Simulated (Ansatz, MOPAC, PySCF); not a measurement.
Dissociation curve of ClMg (cation, charge +1), lowest singlet found (which spin is the ground state isn't settled by this scan). Each curve is given relative to its own lowest point between 1.76 and 2.60 Å, where full CI is lowest.

| R / Å | A | B | C |
|---|---|---|---|
| 1.76 | 0.247 | 1.998 | 2.631 |
| 1.91 | 0.000 | 0.577 | 0.949 |
| 2.01 | 0.289 | 0.147 | 0.370 |
| 2.09 | 0.534 | 0.000 | 0.120 |
| 2.22 | 0.760 | 0.014 | 0.000 |
| 2.32 | 0.863 | 0.165 | 0.074 |
| 2.39 | 0.986 | 0.317 | 0.186 |
| 2.47 | 1.234 | 0.520 | 0.355 |
| 2.55 | 1.598 | 0.742 | 0.556 |
| 2.60 | 1.869 | 0.886 | 0.694 |
| 2.73 | 2.610 | 1.259 | 1.077 |
| 2.91 | 3.427 | 1.734 | 1.628 |
| 3.08 | 3.866 | 2.098 | 2.136 |
| 3.29 | 4.147 | — | 2.717 |

Energies in eV.

Q: Which curve belongs to which method? The methods are PM3, restricted, heats of formation in MOPAC; CCSD(T) on RHF/cc-pVDZ, frozen core run with Ansatz (a first-principles code); PySCF with restricted Hartree-Fock/3-21G.

A: A is PM3; B is RCCSD(T); C is RHF/3-21G.

Dashes: no converged value, or the column stops at the first point that the program doubted or that broke a chosen test of continuity, which isn't proof of a fault.

The scan ran from 1.76 to 8.28 Å; beyond the distances shown full CI changes its symmetry label. The restricted form behind PM3, RHF/3-21G keeps the bonding electrons paired and can't separate into open-shell fragments. The T1 diagnostic of CCSD on the restricted reference of RCCSD(T) exceeds 0.045 at 3.29 Å.
